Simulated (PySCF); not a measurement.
A structure optimised at PBE-D3(BJ)/def2-SVP, used in a PySCF frequency run:

```
Si
O 1 1.6528
Cl 1 2.0502 2 114.37
Cl 1 2.0502 2 114.37 3 -125.82
Cl 1 2.0686 2 97.24 3 117.09
```
Charge 0, spin multiplicity 2.

Write its SMILES, formula and point group.

[O][Si](Cl)(Cl)Cl, Cl₃OSi, Cs

What are its rotational constants (standard atomic weights)?

1.8680, 1.7779, 1.2458 GHz
